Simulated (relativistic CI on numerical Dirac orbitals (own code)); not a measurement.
## Hyperfine structure of Sb34+, mass number 121

Method of calculation: Dirac-Coulomb-Breit CI, KLI orbitals optimised for each configuration, a model potential for QED, unscaled Slater integrals (own radial code, finite nucleus).

Configurations in the expansion (outside the closed core [Ne]): 3s²3p⁵, 3s3p⁶, 3s²3p⁴3d, 3s3p⁵3d, 3p⁶3d, 3s3p⁴3d², 3s²3p³3d4p, 3p⁶4s, 3s3p⁴3d4s, 3s²3p⁴4s, 3p⁶4p, 3s²3p⁴4p, 3s²3p³3d², 3s²3p²3d³, 3s3p³3d³, 3s²3p²3d²4s, 3s²3p²3d²4p. Double excitations out of closed p, d and f shells are left out; levels of such configurations are missing from the list, as are those of other unlisted configurations, and high levels can miss mixing partners.

Nuclear spin I = 5/2, μ = 3.358 μN, Q = -0.543 b (tables of Stone and Pyykkö). The electronic factors are computed for point nuclear moments, without core polarisation or the Bohr-Weisskopf and QED corrections.

```
         Level   E (eV)  A (GHz)  B (GHz)
 3s²3p⁵ ²P°3/2    0.000    75.13     57.1
 3s²3p⁵ ²P°1/2   59.003    470.2         
3s²3p⁴3d ⁴D5/2  146.190    55.77     5.27
3s²3p⁴3d ²D3/2  161.091    39.97    -29.7
3s²3p⁴3d ⁴F9/2  161.169    42.31    -23.8
```

Levels with J = 0, under 50 % of one LS term, or S terms without an open s electron are left out. Small factors come from cancelling terms and can be off by tens of per cent or more.

At this charge energies of transitions that change n are usually good to better than 1 %, and those within a shell (Δn = 0) to a few per cent.

Problem. Give the hyperfine levels of 3s²3p⁵ ²P°1/2 relative to its centre of gravity.

Solution. With K = F(F + 1) − I(I + 1) − J(J + 1), E = AK/2: F = 2: -822.8, F = 3: 587.7 GHz.

LS names give the leading component of a level, which can be under half, so a name can repeat, a term be missing and a line seem to break the LS rules.
